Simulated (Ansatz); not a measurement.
V2B2, relaxed as a triplet with UKS r2SCAN-D4/def2-SVP in Ansatz, starting from the r2SCAN-D4/def2-SVP geometry of the neutral singlet. Force threshold 0.02 eV/Å.

The charge 0 triplet is spin-contaminated (final ⟨S²⟩ up to 3.41, 2.00 for a pure state). The structure comes from a short search, and lower isomers may exist.

Start:

```xyz
4

V     0.476   -0.109    1.161
V    -1.178   -0.076    0.440
B     0.370   -0.673   -0.880
B     0.331    0.858   -0.721
```

| step | energy (eV) | largest force component (eV/Å) | SCF passes |
| --- | --- | --- | --- |
| 1 | -52711.5515 | 1.054 | 75 |
| 2 | -52711.6374 | 1.026 | 68 |
| 3 | -52711.8009 | 0.518 | 76 |
| 4 (rejected) | -52711.7887 | 0.534 | 66 |
| 5 | -52711.8147 | 0.040 | 64 |
| 6 | -52711.8148 | 0.010 | 52 |
| 7 | -52711.8148 | 0.001 | 52 |

Force components are those of the run's own axes.

End:

```xyz
4

V     0.6382   -0.0995    1.1131
V    -1.3170   -0.0699    0.3477
B     0.3596   -0.7060   -0.8127
B     0.3191    0.8755   -0.6481
```

By distances, no bond broke or formed. The bond that changes most is V1–V2, from 1.80 to 2.10 Å (atoms count from 1).

The force fell under the threshold at step 6, but the optimiser went on. No frequencies were taken in this run, so the end may be a saddle point.

Hardware: 4 threads of AMD EPYC 9R45 on a shared host. Wall time 15 s.
